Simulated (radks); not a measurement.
Results of a calculation; reference values are marked as such.
Charge is removed step by step from the 3p down level of Cl, starting from [Ne] 3s2 3p(up 3, down 2). Level of theory: non-relativistic Kohn-Sham, LDA (Slater exchange, Perdew-Wang correlation), spin-polarised, spherical densities, point nucleus (a radial shooting solver on a logarithmic mesh with Libxc functionals).

removed (e)  E - E(0) (eV)  eigenvalue (eV)  E minus straight line (eV)
0                    0.000           -8.291                       0.000
0.25                 2.371          -10.697                      -0.942
0.5                  5.356          -13.197                      -1.270
0.75                 8.977          -15.779                      -0.962
1                   13.252          -18.434                       0.000

Removing the whole electron costs 13.252 eV by Delta-SCF, against 8.291 eV from minus the eigenvalue at the starting occupation. Slater's transition state (half an electron removed) gives 13.197 eV. Integrating minus the eigenvalue over the occupation (Janak's theorem) gives 13.252 eV. The mean slope of the eigenvalue, de/dn, is 10.1 eV per electron. Ionisation energy of Cl in the NIST Atomic Spectra Database: 12.968 eV (measured).
